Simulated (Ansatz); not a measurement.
Species: BO, net charge 0, doublet state. SMILES: [B]=O
Geometry from a B3LYP-D3(BJ)/def2-TZVP (Ansatz, a program for electronic structure) optimisation:
```
B
O 1 1.2021
```
Charge 0, spin multiplicity 2.

PBE beside other levels, property by property. Cores are frozen in the correlated levels unless marked. Open shells are spin-unrestricted. No spin-orbit coupling. Non-relativistic. CBS(X,Y): correlation extrapolated as X^-3; Hartree-Fock from the larger set (for Q and 5 zeta extrapolated as (X+1)exp(-9√X)). Atomisation energies are electronic, to ground-state atoms; the column to compare with has the core term from cc-pwCVTZ added, other frozen-core levels have none. Vertical energies are electronic, to the SCF solution reached for that spin. Anions need diffuse functions, of which def2-TZVPD holds fewer than the aug- sets. The coupled-cluster column (Ansatz) is a level with limits of its own: (a) CCSD(T)/CBS(aug-cc-pVTZ,aug-cc-pVQZ); (b) CCSD(T)/CBS(cc-pVQZ,cc-pV5Z).

```tsv
property	r2SCAN/def2-TZVPD (Ansatz)	CAM-B3LYP/def2-TZVPD (Ansatz)	CCSD(T)/aug-cc-pVTZ (Ansatz)	coupled cluster
atomisation energy (kcal/mol)	200.7	195.0	187.2	195.2 (b)
vertical electron affinity to the singlet (eV)	2.24	2.58	2.41	2.46 (a)
```

What does PBE/def2-TZVPD (Ansatz) give for each property, and on which side of coupled cluster does it fall?


- atomisation energy: PBE lies 11.4 kcal/mol above coupled cluster; PBE gives 206.6 kcal/mol.
- vertical electron affinity to the singlet: PBE lies 0.11 eV below coupled cluster; PBE gives 2.35 eV.
